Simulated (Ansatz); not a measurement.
Mulliken charges of C3H5BO, SMILES `OCC1=CB1` from PBE/def2-TZVPP in Ansatz (PBE0-D4/def2-TZVP geometry).

```json
{"atom": "O1", "x (Å)": "0.783", "y (Å)": "-0.492", "z (Å)": "1.888", "charge (e)": "-0.305"}
{"atom": "C2", "x (Å)": "0.597", "y (Å)": "-0.883", "z (Å)": "0.549", "charge (e)": "0.091"}
{"atom": "C3", "x (Å)": "-0.072", "y (Å)": "0.127", "z (Å)": "-0.286", "charge (e)": "0.040"}
{"atom": "C4", "x (Å)": "-0.404", "y (Å)": "0.390", "z (Å)": "-1.568", "charge (e)": "-0.076"}
{"atom": "B5", "x (Å)": "-0.819", "y (Å)": "1.367", "z (Å)": "-0.566", "charge (e)": "-0.240"}
{"atom": "H6", "x (Å)": "0.026", "y (Å)": "0.041", "z (Å)": "2.143", "charge (e)": "0.192"}
{"atom": "H7", "x (Å)": "1.587", "y (Å)": "-1.107", "z (Å)": "0.139", "charge (e)": "0.078"}
{"atom": "H8", "x (Å)": "0.011", "y (Å)": "-1.813", "z (Å)": "0.482", "charge (e)": "0.072"}
{"atom": "H9", "x (Å)": "-0.282", "y (Å)": "-0.053", "z (Å)": "-2.547", "charge (e)": "0.125"}
{"atom": "H10", "x (Å)": "-1.343", "y (Å)": "2.372", "z (Å)": "-0.231", "charge (e)": "0.022"}
```

By hand: the dipole of these point charges (1 e Å = 4.8032 D).

Σ q r = (0.105, -0.446, -0.149) e Å, of length 0.482 e Å = 2.32 D.

How does the dipole of the full density compare? (An estimate is asked.)

The calculation gave: (-0.115, -0.162, -0.211) e Å, 1.39 D; the point charges give 1.67 times that, at 49° from its direction.

Point charges leave out the atoms' own dipoles, such as those of lone pairs, and Mulliken's split depends on the basis, so the two needn't agree.
